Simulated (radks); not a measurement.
Species: F II. Configuration: [He] 2s1 2p5 (not the ground configuration). All-electron calculation, scalar-relativistic Kohn-Sham, XLYP, spin-unpolarised, spherical densities, point nucleus. Program: a radial shooting solver on a logarithmic mesh with Libxc functionals.

Unscreened Slater integrals over Kohn-Sham orbitals (cm^-1).

F0(2p,2p): 206350
F2(2p,2p): 92658
F0(2p,2s): 206030
G1(2p,2s): 124670
F0(2p,1s): 297360
G1(2p,1s): 33538
F0(2s,2s): 207330
F0(2s,1s): 294800
G0(2s,1s): 21962
F0(1s,1s): 1174000

Derived for the open shells (J is the average intra-shell exchange parameter used in DFT+U). 2p: J = F2/5 = 18530 cm^-1.
